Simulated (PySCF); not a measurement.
C3H6F2Si, SMILES F[SiH2][C@@H]1C[C@@H]1F.

Geometry optimised at PBE-D3(BJ)/def2-SVP. The structure was generated by enumeration; whether it is a known compound was not checked. Other conformers were not sampled.

These are PBE-D3(BJ)/def2-SVP (PySCF) values and carry that method's errors.

Frequencies are harmonic and unscaled.

Q: Estimate the vibrational spectrum. (Estimate from the structure and the level; the computed values follow.)

A: 
```json
[
 {"mode": "1", "ν (cm⁻¹)": "58", "IR (km/mol)": "1.5", "moving atoms (share of kinetic energy)": "F 46 %, Si 22 %, H 18 %, C 14 %"},
 {"mode": "2", "ν (cm⁻¹)": "111", "IR (km/mol)": "3.5", "moving atoms (share of kinetic energy)": "F 62 %, Si 16 %, C 13 %, H 9 %"},
 {"mode": "3", "ν (cm⁻¹)": "188", "IR (km/mol)": "0.6", "moving atoms (share of kinetic energy)": "F 38 %, C 30 %, H 18 %, Si 13 %"},
 {"mode": "4", "ν (cm⁻¹)": "243", "IR (km/mol)": "5.2", "moving atoms (share of kinetic energy)": "F 31 %, C 25 %, H 23 %, Si 21 %"},
 {"mode": "5", "ν (cm⁻¹)": "406", "IR (km/mol)": "4.1", "moving atoms (share of kinetic energy)": "C 38 %, H 35 %, F 27 %"},
 {"mode": "6", "ν (cm⁻¹)": "483", "IR (km/mol)": "2.0", "moving atoms (share of kinetic energy)": "C 54 %, F 18 %, H 15 %, Si 13 %"},
 {"mode": "7", "ν (cm⁻¹)": "603", "IR (km/mol)": "42.0", "moving atoms (share of kinetic energy)": "H 58 %, Si 19 %, C 18 %"},
 {"mode": "8", "ν (cm⁻¹)": "676", "IR (km/mol)": "36.7", "moving atoms (share of kinetic energy)": "H 41 %, C 38 %, Si 19 %"},
 {"mode": "9", "ν (cm⁻¹)": "726", "IR (km/mol)": "19.9", "moving atoms (share of kinetic energy)": "H 91 %"},
 {"mode": "10", "ν (cm⁻¹)": "778", "IR (km/mol)": "7.5", "moving atoms (share of kinetic energy)": "H 47 %, C 40 %, F 13 %"},
 {"mode": "11", "ν (cm⁻¹)": "805", "IR (km/mol)": "16.3", "moving atoms (share of kinetic energy)": "H 68 %, C 22 %"},
 {"mode": "12", "ν (cm⁻¹)": "838", "IR (km/mol)": "26.8", "moving atoms (share of kinetic energy)": "F 50 %, H 28 %, Si 20 %"},
 {"mode": "13", "ν (cm⁻¹)": "898", "IR (km/mol)": "207.2", "moving atoms (share of kinetic energy)": "H 81 %, Si 13 %"},
 {"mode": "14", "ν (cm⁻¹)": "927", "IR (km/mol)": "102.3", "moving atoms (share of kinetic energy)": "H 78 %, Si 15 %"},
 {"mode": "15", "ν (cm⁻¹)": "948", "IR (km/mol)": "17.0", "moving atoms (share of kinetic energy)": "H 48 %, C 48 %"},
 {"mode": "16", "ν (cm⁻¹)": "974", "IR (km/mol)": "28.0", "moving atoms (share of kinetic energy)": "H 49 %, C 40 %, F 10 %"},
 {"mode": "17", "ν (cm⁻¹)": "1000", "IR (km/mol)": "98.2", "moving atoms (share of kinetic energy)": "H 65 %, C 30 %"},
 {"mode": "18", "ν (cm⁻¹)": "1021", "IR (km/mol)": "23.1", "moving atoms (share of kinetic energy)": "C 60 %, H 39 %"},
 {"mode": "19", "ν (cm⁻¹)": "1061", "IR (km/mol)": "1.6", "moving atoms (share of kinetic energy)": "H 81 %, C 18 %"},
 {"mode": "20", "ν (cm⁻¹)": "1125", "IR (km/mol)": "17.5", "moving atoms (share of kinetic energy)": "H 51 %, C 42 %"},
 {"mode": "21", "ν (cm⁻¹)": "1179", "IR (km/mol)": "32.1", "moving atoms (share of kinetic energy)": "H 61 %, C 29 %, F 9 %"},
 {"mode": "22", "ν (cm⁻¹)": "1260", "IR (km/mol)": "28.8", "moving atoms (share of kinetic energy)": "H 54 %, C 45 %"},
 {"mode": "23", "ν (cm⁻¹)": "1341", "IR (km/mol)": "29.5", "moving atoms (share of kinetic energy)": "H 72 %, C 27 %"},
 {"mode": "24", "ν (cm⁻¹)": "1416", "IR (km/mol)": "41.4", "moving atoms (share of kinetic energy)": "H 52 %, C 47 %"},
 {"mode": "25", "ν (cm⁻¹)": "2184", "IR (km/mol)": "92.7", "moving atoms (share of kinetic energy)": "H 98 %"},
 {"mode": "26", "ν (cm⁻¹)": "2195", "IR (km/mol)": "123.9", "moving atoms (share of kinetic energy)": "H 96 %"},
 {"mode": "27", "ν (cm⁻¹)": "3060", "IR (km/mol)": "4.4", "moving atoms (share of kinetic energy)": "H 95 %"},
 {"mode": "28", "ν (cm⁻¹)": "3077", "IR (km/mol)": "3.2", "moving atoms (share of kinetic energy)": "H 92 %, C 8 %"},
 {"mode": "29", "ν (cm⁻¹)": "3090", "IR (km/mol)": "13.5", "moving atoms (share of kinetic energy)": "H 91 %, C 9 %"},
 {"mode": "30", "ν (cm⁻¹)": "3157", "IR (km/mol)": "1.6", "moving atoms (share of kinetic energy)": "H 89 %, C 11 %"}
]
```
